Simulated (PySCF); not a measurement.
**Electron correlation in P⁺ (phosphorus, charge +1)**

[Ne] 3s2 3p2, high-spin 3P determinant. Computed with PySCF 2.14 in aug-cc-pV(Q+d)Z (7s6p5d3f2g, 89 functions), with the non-relativistic Hamiltonian (point nucleus). Frozen: [Ne]; 4 electrons correlated.

MP2 pair energies summed by pair of shells (mhartree):

| pair | energy | share (%) |
| --- | --- | --- |
| 3s-3p | -41.88 | 62.7 |
| 3s-3s | -18.23 | 27.3 |
| 3p-3p | -6.73 | 10.1 |

Total MP2 correlation energy: -66.84 mhartree.

Same-spin part -10.98 and opposite-spin part -55.86 mhartree; SCS-MP2 scales them by 1/3 and 6/5 to -70.69 mhartree.
